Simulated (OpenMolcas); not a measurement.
A calculation on Ni3+.

```json
{
 "Program": "OpenMolcas",
 "Method": "MS-CASPT2, IPEA 0.25 Eh, imaginary shift 0.1 Eh (closed shells correlated: 3s 3p)",
 "Basis": "ANO-RCC-VQZP [7s6p4d3f2g1h]",
 "Scalar Hamiltonian": "DKH2, point nucleus",
 "Active space": "7 electrons in 5 orbitals (3d)",
 "State averaging": "2S+1 = 4 even, 10 roots; 2S+1 = 2 even, 40 roots",
 "Spin-orbit coupling": "state interaction with AMFI integrals over the reference wave functions, term energies averaged over their components"
}
```

Task: Which level of the active space comes out lowest?

Result: 3d7 4F 9/2, with 100 % of that term; it is also the measured ground level.

Task: How high does 3d7 4F 3/2 lie?

Result: 0.319 eV above the lowest level; measured 0.3250 eV above the ground level, so the calculation is off by -2 %.

Task: How high does 3d7 2H 11/2 lie?

Result: 3.304 eV above the lowest level; measured 3.3041 eV above the ground level, so the calculation is off by 0 %.

Task: How high does 3d7 2H 9/2 lie?

Result: 3.427 eV above the lowest level; measured 3.4316 eV above the ground level, so the calculation is off by 0 %.

Task: The level at 2.880 eV has J = 3/2. What is it made of, and what is its g factor?

Result: 82 % 3d7 2P 3/2, 9 % 3d7 2D(1), 9 % 3d7 4P; g = 1.322, against 1.334 from Landé's formula for the pure leading term.

Measured values: Corliss and Sugar, J. Phys. Chem. Ref. Data 10, 197 (1981).

CASPT2 does not keep the components of a term degenerate, so their means are used; among the terms shown or strongly mixed into the levels shown the widest spread is 1200 cm-1 (3d7 4F). Measured partners are found by configuration, term and J. A level has none where our copy of the source lacks it or the pairing is in doubt (some pairs that miss far off the trend of their configuration count as doubtful), and it then counts in no deviation. Levels of configurations outside the active space are missing.

A number in round brackets counts repeated terms of one configuration in the order of the reference energies.
